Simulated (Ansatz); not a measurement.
The same path of CH5ClGe + FH (10 atoms, charge 0, multiplicity 1) was run twice with different band settings. Lost on the way: Ge1–Cl2, H6–F7. Made: Ge1–F7, Cl2–H6.

Method: RKS B3LYP/def2-SVP (Ansatz 0.2.0).

Relaxed end points:

```xyz
10
Properties=species:S:1:pos:R:3
Ge -1.019 -0.180 -0.366
Cl 0.249 -0.776 -2.098
H -2.204 -1.162 -0.407
H -1.474 1.257 -0.669
C 0.100 -0.342 1.222
H 1.585 0.802 -1.403
F 1.828 1.499 -0.824
H -0.447 0.027 2.103
H 0.384 -1.392 1.383
H 0.998 0.269 1.060
```

```xyz
10
Properties=species:S:1:pos:R:3
Ge -0.954 0.567 -0.125
Cl 1.915 -1.399 -1.990
H -1.900 -0.398 -0.861
H -1.666 1.868 0.293
C 0.108 -0.257 1.284
H 1.346 -0.228 -1.890
F 0.215 1.097 -1.363
H -0.551 -0.745 2.018
H 0.773 -1.009 0.836
H 0.715 0.503 1.797
```

Common settings: spring 5.0 eV/Å²; optimiser quadratic models (default); start path through a guess of the saddle point; force threshold 0.03 eV/Å; iteration limit 60; end points relaxed.

| run | movable images | climbing image |
| --- | --- | --- |
| 1 | 5 | yes |
| 2 | 2 | no |

Question: What does each run give, and how far can it be trusted?

Answer: Run 1: converged after 30 iterations, highest image 1.111 eV above the first end. A vibrational analysis at the climbing image gives one clearly imaginary mode, 285i cm⁻¹: a first-order saddle point.
Run 2: converged after 12 iterations, highest image 0.441 eV above the first end. No image climbed, so the highest image needn't sit at the top of the path. A band with more images between the same ends climbed to 1.11 eV, so this one has probably stepped over the top. So few images can step over the top or miss a turn of the path.
The orbitals stay closed-shell, which can raise the energy where a bond breaks towards radicals; this wasn't checked here.
